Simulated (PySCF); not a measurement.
**Question.** Give a PBE0-D3(BJ)/def2-SVP geometry of `c1ccc(C)cc1[SiH2]OC=C`.

**Answer.** 
```
atom  x, y, z in Å
C1     4.6614    0.1736    0.3040
C2     3.5522    0.8916    0.4993
O3     2.2808    0.4658    0.3807
Si4    1.7462   -1.0749   -0.0461
C5    -0.1134   -0.9568   -0.0442
C6    -0.8970   -2.0790   -0.3435
C7    -2.2869   -1.9849   -0.3416
C8    -2.9047   -0.7728   -0.0433
C9    -2.1484    0.3667    0.2575
C10   -2.8199    1.6755    0.5591
C11   -0.7542    0.2533    0.2539
H12    4.6394   -0.8809    0.0152
H13    5.6360    0.6451    0.4340
H14    3.5998    1.9475    0.7885
H15    2.2508   -2.0743    0.9437
H16    2.2861   -1.4394   -1.3912
H17   -0.4264   -3.0388   -0.5790
H18   -2.8948   -2.8632   -0.5727
H19   -3.9967   -0.7085   -0.0422
H20   -3.2657    2.1098   -0.3508
H21   -2.1081    2.4088    0.9629
H22   -3.6334    1.5507    1.2900
H23   -0.1457    1.1305    0.4910
```

Orientation and origin are arbitrary. Atoms count from 1 in this order. O3 (silyl ether oxygen) is bent (angle 127.7°). Of the pairs four or more bonds apart, Si4···H12 is among the closest relative to their van der Waals radii: 2.90 Å, 88 % of the sum of Bondi's values. Si4 (oxygen-bound silicon) is distorted tetrahedral (angles from 105.0° to 112.3°). The C–C distances run from 1.336 Å (C1=C2, drawn double) to 1.502 Å (C9–C10, drawn single), a spread of 0.166 Å.

Bonds between heavy atoms (Å): C1=C2 1.336, C2–O3 1.346, O3–Si4 1.686, Si4–C5 1.863, C5–C6 1.401, C6–C7 1.393, C7–C8 1.393, C8–C9 1.400, C9–C10 1.502, C9–C11 1.399, C5–C11 1.401.

Method: PBE0-D3(BJ)/def2-SVP geometry optimisation, gas phase in PySCF.

Whether it is a minimum is left open (no frequencies). One conformer, not necessarily the lowest (C1–C2–O3–Si4 0°, C2–O3–Si4–C5 -179°, O3–Si4–C5–C6 -179°).
